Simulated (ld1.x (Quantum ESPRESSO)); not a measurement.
# Pseudopotential generation for hydrogen: RRKJ, PBE, non-relativistic.

hydrogen, norm-conserving RRKJ (Kleinman–Bylander form), made with ld1.x (Quantum ESPRESSO) 7.5 (PBE, non-relativistic). Core none, reference 1s1. Waves: 2p channel at 0.45 Ry: rc 0.95 bohr; 1s (bound): rc 0.90 bohr. Local part: the s channel. Core correction: none.

All-electron outer shells of the reference configuration (PBE, non-relativistic, ld1.x):

```
shell  level (eV)  outermost node (bohr)  outermost maximum (bohr)
   1s       -6.49                      –                      1.03
```

(1) Estimate the cutoffs (Ry, on a coarse ladder) from which the occupation-weighted sum of valence levels, in a spherical-Bessel basis at the reference potential, stays within 10 and 1 mRy of its value at 400 Ry.

(2) What does a ghost test show?

Results:

(1) 30 Ry and 55 Ry.

(2) No extra level below or beside the all-electron valence levels (p, s, d, f tested).
